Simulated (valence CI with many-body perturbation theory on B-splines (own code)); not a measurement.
Lu XXXI: magnetic and hyperfine properties of the levels

Calculated by valence CI with perturbative core correlation (CI+MBPT): five valence electrons over a frozen Dirac-Fock core [Kr], a basis of 7 s, 7 p, 8 d, 6 f, 4 g, 1 h functions for each j, with the one-electron correlation potential Σ1, the two-electron term Σ2, the three-electron term Σ3, Breit, model QED; selected CI, second order for the rest (own B-spline code, finite nucleus).

No measured spectrum was set against this ion. As an estimate, large intervals hold to a few tenths of a per cent, small ones and those within an open d or f shell to about a per cent. Only levels of the ground parity were solved; by the run's estimate the other parity begins above the list, which can be wrong where configurations are misplaced.

A/g_I is the dipole constant over the nuclear g factor μ/I (μ in nuclear magnetons, uniformly magnetised nucleus), B/Q the quadrupole constant per barn. Both hold the static response of the core; the bare values leave it out. Large factors of s and p1/2 electrons are usually good to 5 to 10 %; those of open d and f shells near neutrality can be off by tens of per cent, and small factors of p3/2, d and f electrons come from cancelling terms and can be off by a factor of two or in sign, in half-filled shells by more. B is blank for J = 1/2, where it vanishes, and for nearly pure S terms. Energies count from the lowest level.

Levels are named by their leading jj configuration (3d3/2^4 stands for four electrons in 3d with j = 3/2), which in mixed levels can hold well under half, so a name can repeat and another be missing. Letters in brackets count levels of one name in rising energy.

| Level | E (eV) | g | A/g_I (MHz) | A/g_I bare | B/Q (MHz/b) | B/Q bare |
| --- | --- | --- | --- | --- | --- | --- |
| (4d3/2^4 4d5/2) J=5/2 | 0.000 | 1.428 | 5440 | 6190 | 11200 | 10800 |
| (4d3/2^3 4d5/2^2) J=5/2 [a] | 9.580 | 1.316 | 4230 | 4730 | 6760 | 6470 |
| (4d3/2^3 4d5/2^2) J=7/2 [a] | 13.907 | 1.159 | 8570 | 8720 | 15900 | 15300 |
| (4d3/2^3 4d5/2^2) J=3/2 [a] | 14.341 | 1.213 | 10300 | 10600 | 12600 | 12200 |
| (4d3/2^3 4d5/2^2) J=11/2 | 14.784 | 1.126 | 10900 | 11000 | -422 | -478 |
| (4d3/2^3 4d5/2^2) J=9/2 | 16.094 | 1.147 | 9770 | 9890 | 15000 | 14400 |
| (4d3/2^3 4d5/2^2) J=5/2 [b] | 16.881 | 1.141 | 10100 | 10200 | 935 | 921 |
| (4d3/2^3 4d5/2^2) J=1/2 | 17.603 | 1.814 | -6140 | -4520 |  |  |
| (4d3/2^3 4d5/2^2) J=7/2 [b] | 18.828 | 1.094 | 11900 | 11900 | -15900 | -15300 |
| (4d3/2^3 4d5/2^2) J=3/2 [b] | 23.397 | 0.785 | 19600 | 18900 | -14300 | -13700 |
| (4d3/2^2 4d5/2^3) J=5/2 [a] | 23.495 | 1.254 | 4310 | 4680 | 819 | 791 |
| (4d3/2^2 4d5/2^3) J=7/2 [a] | 25.920 | 1.217 | 7320 | 7600 | -1840 | -1770 |
| (4d3/2^2 4d5/2^3) J=11/2 | 26.534 | 1.081 | 11000 | 11000 | 496 | 489 |
| (4d3/2^2 4d5/2^3) J=9/2 [a] | 27.144 | 1.147 | 9360 | 9480 | -2410 | -2320 |
| (4d3/2^2 4d5/2^3) J=1/2 [a] | 27.915 | 0.568 | 28600 | 27400 |  |  |
| (4d3/2^2 4d5/2^3) J=13/2 | 28.592 | 1.074 | 11700 | 11700 | -8.85 | 2.63 |
| (4d3/2^2 4d5/2^3) J=3/2 [a] | 28.756 | 1.193 | 9050 | 9270 | 699 | 658 |
| (4d3/2^2 4d5/2^3) J=5/2 [b] | 29.242 | 1.017 | 13000 | 12800 | -2720 | -2590 |
| (4d3/2^2 4d5/2^3) J=9/2 [b] | 31.413 | 1.109 | 10600 | 10600 | 821 | 791 |
| (4d3/2^2 4d5/2^3) J=7/2 [b] | 32.026 | 0.989 | 14400 | 14200 | -890 | -856 |
| (4d3/2^2 4d5/2^3) J=5/2 [c] | 32.483 | 1.045 | 12200 | 12100 | 2770 | 2650 |
| (4d3/2^2 4d5/2^3) J=3/2 [b] | 33.180 | 0.836 | 18100 | 17500 | 1370 | 1350 |
| (4d3/2^2 4d5/2^3) J=1/2 [b] | 34.712 | 1.817 | -7050 | -5420 |  |  |
| (4d3/2^2 4d5/2^3) J=7/2 [c] | 34.899 | 1.048 | 12900 | 12800 | 1510 | 1450 |
| (4d3/2^2 4d5/2^3) J=9/2 [c] | 37.623 | 1.105 | 10700 | 10700 | 8480 | 8190 |
| (4d3/2 4d5/2^4) J=5/2 [a] | 39.555 | 1.253 | 5280 | 5640 | -7640 | -7310 |
| (4d3/2 4d5/2^4) J=7/2 [a] | 42.648 | 1.192 | 8060 | 8280 | -19500 | -18800 |
| (4d3/2^2 4d5/2^3) J=3/2 [c] | 42.694 | 1.160 | 8830 | 8970 | -6800 | -6570 |
| (4d3/2^2 4d5/2^3) J=5/2 [d] | 43.388 | 1.137 | 8510 | 8620 | 7070 | 6820 |
| (4d3/2 4d5/2^4) J=11/2 | 43.656 | 1.070 | 11400 | 11400 | -12.8 | 71.4 |
| (4d3/2 4d5/2^4) J=3/2 [a] | 43.933 | 0.980 | 12400 | 12200 | -13400 | -12900 |
| (4d3/2 4d5/2^4) J=9/2 | 46.069 | 1.113 | 10100 | 10100 | -21800 | -21000 |
| (4d3/2 4d5/2^4) J=5/2 [b] | 47.532 | 1.112 | 10100 | 10100 | 1860 | 1800 |
| (4d3/2 4d5/2^4) J=7/2 [b] | 48.524 | 0.993 | 13200 | 12900 | 20700 | 19900 |
| (4d3/2 4d5/2^4) J=1/2 | 51.569 | 1.124 | -1610 | -1500 |  |  |
| (4d3/2 4d5/2^4) J=3/2 [b] | 56.786 | 0.876 | 19000 | 18500 | 19800 | 19000 |
| (4d5/2^5) J=5/2 | 59.802 | 1.153 | 8040 | 8180 | -21100 | -20300 |

Question: Take the isotope of mass number 176, with I = 7, μ = 3.16 μN and Q = 4.92 b. What is the hyperfine structure of (4d3/2^3 4d5/2^2) J=5/2 [b]?

Answer: From the table A = 4550 MHz, B = 4600 MHz. Shifts from the centre of gravity in MHz: F = 9/2: -89300, F = 11/2: -65700, F = 13/2: -37200, F = 15/2: -3510, F = 17/2: 35700, F = 19/2: 80800.
